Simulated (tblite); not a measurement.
C₅H₁₅NSi₂.
Cartesian coordinates in Å at the GFN2-xTB level; atoms count from 1:
```xyz
23
C5H15NSi2 angstrom
C      3.4879    0.3600   -0.9822
N      2.4468   -0.5655   -0.6108
Si     1.2342   -0.1413    0.5376
C     -0.0296   -1.5691    0.6105
C     -1.4096   -0.9524    0.8263
C     -1.7379    0.1253   -0.2139
C     -3.1007    0.7486    0.0636
Si    -0.2954    1.3956   -0.2462
H      3.0566    1.3569   -1.0523
H      3.9047    0.0888   -1.9536
H      4.3037    0.3927   -0.2513
H      2.7847   -1.5173   -0.6116
H      1.7678    0.0939    1.9020
H      0.1753   -2.2827    1.4079
H     -0.0304   -2.1309   -0.3250
H     -1.4455   -0.5049    1.8247
H     -2.1774   -1.7337    0.7985
H     -1.7895   -0.3674   -1.1922
H     -3.3466    1.4887   -0.6948
H     -3.8852   -0.0087    0.0686
H     -3.1029    1.2438    1.0329
H     -0.6225    2.5109    0.6561
H     -0.1934    1.9954   -1.5846
```

Computed with GFN2-xTB (tblite): harmonic, unscaled wavenumbers at the GFN2-xTB geometry, gas phase. The method is semi-empirical: single wavenumbers can be off by several per cent or more. Modes of hydrogen on silicon can be 10 to 20 % off. One conformer, not necessarily the lowest.

Harmonic wavenumbers (cm⁻¹): 43.6, 72.9, 115.9, 139.4, 176.2, 218.3, 227.5, 250.0, 274.7, 314.0, 338.6, 405.8, 458.6, 472.0, 521.2, 539.7, 590.7, 638.2, 655.7, 673.0, 704.9, 776.3, 807.3, 827.1, 917.3, 946.3, 1009.1, 1054.2, 1060.8, 1071.8, 1107.8, 1111.6, 1145.3, 1156.0, 1195.8, 1270.9, 1293.2, 1301.6, 1350.1, 1355.7, 1418.2, 1422.6, 1487.6, 1493.7, 1505.2, 1509.3, 1512.5, 1517.3, 2051.1, 2171.0, 2188.0, 2905.4, 2907.9, 2919.1, 2948.3, 2971.4, 2977.9, 2990.9, 2992.6, 3018.8, 3019.6, 3029.7, 3423.2.

A = 2691, B = 853.4, C = 708.4 MHz; mass 145.074 u (most abundant isotopes); point group C1, symmetry number 1.

Q: Zero-point energy?

A: ½Σν̃ = 41485 cm⁻¹ = 496.28 kJ/mol.

Q: Give the ideal-gas entropy at 400 K and 1 bar in the rigid-rotor, harmonic-oscillator model (classical rotation).

A: Translation 177.04, rotation 127.80, vibration 197.52: S = 502.4 J/(mol K).

Q: And Cp and H(400 K) − H(0)?

A: Cp = 241.53 J/(mol K), of which vibrations give 208.27 (their classical limit is 63 R = 523.8); H(400 K) − H(0) = 55.41 kJ/mol without the zero-point energy, 42.11 from vibrations.

Q: Which modes carry the vibrational entropy at 400 K?

A: 43.6 cm⁻¹: 23.73; 72.9 cm⁻¹: 19.47; 115.9 cm⁻¹: 15.65; 139.4 cm⁻¹: 14.14; 176.2 cm⁻¹: 12.24; 218.3 cm⁻¹: 10.54 J/(mol K); the other 57 give 101.75 together.

Q: Blend soft modes into free rotors: weight 1/[1 + (100 cm⁻¹/ν̃)⁴] for the oscillator and the rest for a rotor with moment μB/(μ + B), μ = h/(8π²ν), B = 10⁻⁴⁴ kg m². What vibrational entropy results?

A: 185.04 J/(mol K) in place of 197.52, which changes −T·S at 400 K by +4.99 kJ/mol.

Q: What must be added to the electronic energy to get the Gibbs energy at 400 K and 1 bar?

A: ZPE + [H(400 K) − H(0)] − T·S = 496.28 + 55.41 − 200.94 = 350.75 kJ/mol.

Hindered rotation and anharmonicity are outside this model. Other conformers, if any are populated, would add a mixing term that is left out. The structure is chiral; the term R ln 2 for an equal mix with its mirror image is left out.
